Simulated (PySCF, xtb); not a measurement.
Sn(Br)(SH) (BrHSSn), SMILES [SH][Sn][Br] (connectivity only; charge and spin as stated), neutral, multiplicity 1. One conformer was computed; it need not be the lowest.

Harmonic wavenumbers (cm⁻¹) from GFN2-xTB (xtb 6.7.1) at its own minimum, in rising order: 88, 223, 240, 326, 514, 2398.

Problem. What does r2SCAN-D4/def2-SVP in PySCF 2.14.0 give at its own minimum? (An estimate is asked for; the answer gives what the named calculation found.)

Solution. 93, 243, 327, 336, 645, 2673. Paired by order, the mean absolute difference is 88 cm⁻¹ and the zero-point energies are 5.4 and 6.2 kcal/mol.
